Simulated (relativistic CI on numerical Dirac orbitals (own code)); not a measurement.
Sb XVI: sensitivity of the levels to the model

Base calculation: Dirac-Coulomb-Breit CI, separate exchange-only KLI orbitals for each configuration, QED by a radiative potential, unscaled Slater integrals.

Configurations in the expansion (outside the closed core [Ar] 3d10): 4s2 4p6, 4s2 4p5 4d, 4s 4p6 4d, 4s2 4p5 4f, 4s 4p6 4f, 4s2 4p5 5s, 4s2 4p5 5p, 4s 4p6 5s, 4p6 4d2, 4p5 4d3, 4p5 4d2 4f, 4p5 4d2 5s, 4p5 4d2 5p, 4p6 4f2, 4p5 4d 4f2, 4p5 4f3, 4p5 4f2 5s, 4p5 4f2 5p. Double excitations out of closed p, d and f shells are left out; levels of such configurations are missing from the list, as are those of other unlisted configurations, and high levels can miss mixing partners.

Variants: (1) P86 correlation estimate; (2) Breit term removed; (3) non-relativistic limit. Shifts of the energy above 4s2 4p6 1S_0, in cm⁻¹, for the lowest level and the first level of each name with at least 55 % of one term (blank where a level changes its place among those of its configuration and J or its character, or is not in the variant):

| Level | Base | Δ(1) | Δ(2) | Δ(3) |
| --- | --- | --- | --- | --- |
| 4s2 4p6 1S_0 | 0 | 0 | 0 | 0 |
| 4s2 4p5 4d 3P°_0 | 556546 | +1060 | +944 | -7163 |
| 4s2 4p5 4d 3P°_1 | 566746 | +1060 | +1148 | -17363 |
| 4s2 4p5 4d 3P°_2 | 586540 | +1060 | +1362 | -37157 |
| 4s2 4p5 4d 3F°_3 | 586577 | +1063 | +1137 | -21654 |
| 4s2 4p5 4d 3F°_4 | 588122 | +1064 | +1623 | -23199 |
| 4s2 4p5 4d 3D°_3 | 625325 | +1060 | +1538 | -24073 |
| 4s2 4p5 4d 3D°_1 | 654844 | +1060 | +1714 | -53592 |
| 4s2 4p5 4d 3F°_2 | 670704 | +1063 | +2251 |  |
| 4s2 4p5 4d 1P°_1 | 821877 | +1061 | +1941 | -54180 |
| 4s 4p6 4d 3D_1 | 1071845 | +1624 | +1112 | -109225 |
| 4s 4p6 4d 3D_2 | 1078361 | +1620 | +1325 | -115741 |
| 4s 4p6 4d 3D_3 | 1090104 | +1614 | +1711 | -127485 |
| 4s 4p6 4d 1D_2 | 1152982 | +1567 | +1421 | -126688 |

At this charge energies of transitions that change n are usually good to better than 1 %, and those within a shell (Δn = 0) to a few per cent. Levels and lines within the n = 5 or 6 shells can be off by up to 10 % or somewhat more, and those that change n by about 2 %, since core polarisation is missing.

Ionisation energy from the two ground configurations alone: base 419.218 eV; P86 correlation estimate 420.958 eV; Breit term removed 419.441 eV. The NIST ASD value (theoretical) is 420 eV.

LS names give the leading component of a level, which can be under half, so a name can repeat, a term be missing and a line seem to break the LS rules.
